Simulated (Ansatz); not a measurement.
A structure relaxed at PBE-D4/def2-SVP in Ansatz, charge 0, singlet:

```xyz
5

Si    0.016   -0.004    0.061
F     0.426   -0.103    1.623
Cl   -1.959   -0.495   -0.119
Cl    1.179   -1.311   -0.995
Cl    0.338    1.913   -0.570
```

Q: Give its formula, name or SMILES and point group.

A: SiFCl3 (SiCl3F). Point group C3v (tolerance 0.1 Å).

Q: Summarise the bond lengths by kind (pairs closer than 1.2 times the sum of covalent radii, bridged metal pairs left out).

A: 3 × Cl–Si 2.04 Å; 1 × F–Si 1.62 Å.
